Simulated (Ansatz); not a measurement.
Basis sets compared for B₇H₁₃. Charge 0, multiplicity 1. Geometry B3LYP-D4/def2-SVP. Ansatz on 4 threads of Arm Neoverse V1 on a shared host; times are rough, and most runs start from earlier orbitals.

```xyz
20

B    -0.7250    0.6311   -1.2050
B     0.8284   -1.5799    0.7613
B    -1.4807    0.1772    1.0847
B     0.6376   -0.3374   -1.4752
B     0.6661    1.5810   -1.5568
B     0.1163   -0.2806    1.8349
B    -0.1596   -0.3363    0.1381
H     0.8426    0.5932    2.2180
H     1.8354   -0.2697   -1.4030
H     0.7060    2.1213   -2.6338
H    -2.2226   -0.7368    0.7879
H    -0.5597    1.8941   -0.9675
H     2.0191   -1.6855    0.8015
H     0.4813   -1.4589    2.1668
H     0.1985   -1.1700   -2.2279
H     1.4155    1.9460   -0.6868
H    -1.9339    1.2652    1.3012
H    -1.7537    0.4234   -1.7771
H     0.1383   -2.5298    0.4616
H    -1.0499   -0.2478    2.3769
```

Another isomer (singlet) lies 1.46 eV lower at PBE0-D4/def2-TZVP; other spin states weren't run for this one.

Binding counts from free atoms (B doublet, H doublet) in the same basis, without a counterpoise term.

```tsv
level	functions	energy (Eh)	HOMO (eV)	LUMO (eV)	binding per atom (eV)	wall time
PBE-D4/def2-SVP	163	-181.2612	-7.02	-3.43	3.68	1.9 s
PBE0-D4/def2-SVP	163	-181.3248	-8.15	-2.59	3.67	2.5 s
```

(1) Estimate the rows for PBE-D4/def2-TZVP (with forces), PBE0-D4/def2-TZVP.

## Answers

(1) 
```tsv
level	functions	energy (Eh)	HOMO (eV)	LUMO (eV)	binding per atom (eV)	wall time
PBE-D4/def2-TZVP (with forces)	295	-181.4554	-7.11	-3.52	3.66	5 s
PBE0-D4/def2-TZVP	295	-181.5109	-8.19	-2.64	3.63	6.5 s
```
